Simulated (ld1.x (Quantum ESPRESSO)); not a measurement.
**lead (Pb): variants of one TM potential**

Base potential:

ld1.x (Quantum ESPRESSO) 7.5 input, shortened:

```
&input
   title='Pb', zed=82., rel=2, dft='WC', iswitch=3,
   config='[Xe] 4f14 5d10 6s2 6p2', rel_dist='average'
 /
 &inputp
   pseudotype=2, tm=.true., lloc=-1, rcloc=1.35,
   nlcc=.true.
 /
2
6S  1  0   2.00   0.00  1.80  1.80  0.0
6P  2  1   2.00   0.00  1.90  1.90  0.0
 &test
   configts(1)='6s2 6p2'
 /
```

Open shells are filled in proportion to 2j + 1 (rel_dist='average').

All-electron outer shells of the reference configuration (Wu–Cohen, scalar-relativistic, ld1.x):

```tsv
shell	level (eV)	outermost node (bohr)	outermost maximum (bohr)
5p	-85.79	0.49	0.88
5d	-21.12	0.52	1.07
6s	-12.10	1.01	1.95
6p	-3.50	1.18	2.63
```

Cutoffs, loose and tight: the cutoffs (Ry, on a coarse ladder) from which the occupation-weighted sum of valence levels, in a spherical-Bessel basis at the reference potential, stays within 10 and 1 mRy of its value at 400 Ry. They do not see the model core or the augmentation charge, which bear on the density cutoff. Test errors are all-electron minus pseudo excitation energies from the reference, over the configurations 6s2 6p1; 6s2 6p0; 6s1 6p0; 6s1 6p2; 6s0 6p4; 6s2 6p2.3; 6s1 6p3. A dash means not determined; rows that change the core or the reference have their own tests.

A true bound ghost makes a file unfit for plane-wave use even where its test errors are small: the radial tests pick states by their node count and pass the ghost by.

The default core radius of the base comes out at 1.90 bohr.

| change | outcome | cutoff, loose | cutoff, tight | bound ghosts | largest test error (meV) |
| --- | --- | --- | --- | --- | --- |
| base | generated | 30 Ry | 55 Ry | s, p1/2, p3/2, d | -668 |
| core correction a·sin(br)/r model core inside 0.68 bohr | generated | 30 Ry | 55 Ry | s, p1/2, p3/2, d | -667 |
| core correction a·sin(br)/r model core inside 0.90 bohr | generated | 30 Ry | 55 Ry | s, p1/2, p3/2, d | -667 |
| core correction a·sin(br)/r model core inside 1.28 bohr | generated | 30 Ry | 55 Ry | s, p1/2, p3/2, d | -667 |
| core correction a·sin(br)/r model core inside 1.46 bohr | generated | 30 Ry | 55 Ry | s, p1/2, p3/2, d | -666 |
| core correction a·sin(br)/r model core inside 1.76 bohr | generated | 30 Ry | 55 Ry | s, p1/2, p3/2, d | -666 |
| core correction a·sin(br)/r model core inside 2.12 bohr | generated | 30 Ry | 55 Ry | s, p1/2, p3/2, d | -671 |
